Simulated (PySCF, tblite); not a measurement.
Rigid-rotor lines calculated for a species of formula C8H13FO (commonest isotopes; PBE0/pcSseg-1 in PySCF (dipole) on a GFN2-xTB geometry, gas phase), labelled J(Ka,Kc):

```csv
transition,MHz
"1(1,1) ← 0(0,0)",2401.1
"2(1,2) ← 1(1,1)",4190.3
"2(1,1) ← 1(1,0)",4865.2
"1(0,1) ← 0(0,0)",2263.9
"2(0,2) ← 1(0,1)",4293.4
```

Q: Find the rotational constants.

A: 1(0,1) ← 0(0,0) is B + C, 2(1,1) ← 1(1,0) is 3B + C and 2(1,2) ← 1(1,1) is B + 3C, so B − C is half the difference of the last two, 337.4 MHz. 1(1,1) ← 0(0,0) is A + C. A = 1437.8, B = 1300.7, C = 963.2 MHz.

Q: What moments of inertia, asymmetry and inertial defect follow?

A: I = 505379 MHz·u·Å² over each constant: Ia = 351.48, Ib = 388.56, Ic = 524.68 u·Å²; κ = (2B − A − C)/(A − C) = 0.422 (asymmetric top); Δ = Ic − Ia − Ib = -215.36 u·Å².

Q: Which dipole components do these lines need?

A: μa and μb (a-type: ΔKa even, ΔKc odd; b-type: both odd). The calculation gives |μa| = 3.05 D, |μb| = 0.90 D, |μc| = 0.10 D.

Q: Where do these fall, and of which type are they? 1(1,0) ← 0(0,0); 2(2,0) ← 2(1,1); 2(2,0) ← 1(1,0); 2(1,1) ← 1(0,1); 2(2,1) ← 1(1,1); 1(1,0) ← 1(0,1); 2(0,2) ← 1(1,1); 1(1,0) ← 1(1,1); 2(2,1) ← 2(1,2); 2(2,1) ← 2(1,1).

A: 
```csv
transition,MHz,type,branch
"1(1,0) ← 1(1,1)",337,a,Q
"2(2,1) ← 2(1,1)",412,c,Q
"1(1,0) ← 1(0,1)",475,b,Q
"2(2,0) ← 2(1,1)",646,b,Q
"2(2,1) ← 2(1,2)",1424,b,Q
"1(1,0) ← 0(0,0)",2738,c,R
"2(0,2) ← 1(1,1)",4156,b,R
"2(1,1) ← 1(0,1)",5340,c,R
"2(2,0) ← 1(1,0)",5511,c,R
"2(2,1) ← 1(1,1)",5614,c,R
```

Q: Which structure gave them?

A: `C=C[C@](C)(C(=O)F)C(C)C`, point group C1. Three constants can't fix a structure by themselves; this is the one that was computed:
```
atom  x, y, z in Å
C1    -2.198   -1.480    0.662
C2    -1.324   -1.080   -0.241
C3    -0.500    0.192   -0.195
C4    -0.709    0.993    1.089
C5    -1.028    1.009   -1.345
O6    -1.636    2.020   -1.339
F7    -0.770    0.411   -2.551
C8     0.987   -0.174   -0.464
C9     1.551   -1.050    0.652
C10    1.859    1.064   -0.665
H11   -2.420   -0.923    1.555
H12   -2.731   -2.408    0.540
H13   -1.147   -1.682   -1.123
H14   -1.751    1.294    1.168
H15   -0.444    0.398    1.957
H16   -0.106    1.895    1.074
H17    1.009   -0.754   -1.393
H18    0.889   -1.888    0.858
H19    1.685   -0.477    1.567
H20    2.521   -1.441    0.356
H21    1.946    1.638    0.254
H22    2.859    0.761   -0.966
H23    1.451    1.710   -1.440
```

The values belong to one conformer (point group C1) with, in the numbering `[CH2:1]=[CH:2][C@:3]([CH3:4])([C:5](=[O:6])[F:7])[CH:8]([CH3:9])[CH3:10]`, C1–C2–C3–C4 3°, C2–C3–C5–O6 112°, C2–C3–C8–C9 -65°. Its GFN2-xTB frequencies are all real (lowest 44 cm⁻¹). These are rigid-rotor constants of the computed structure; measured ground-state constants (B0) also hold zero-point vibration. A rigid rotor knows nothing of internal rotation, which can split or shift real lines.
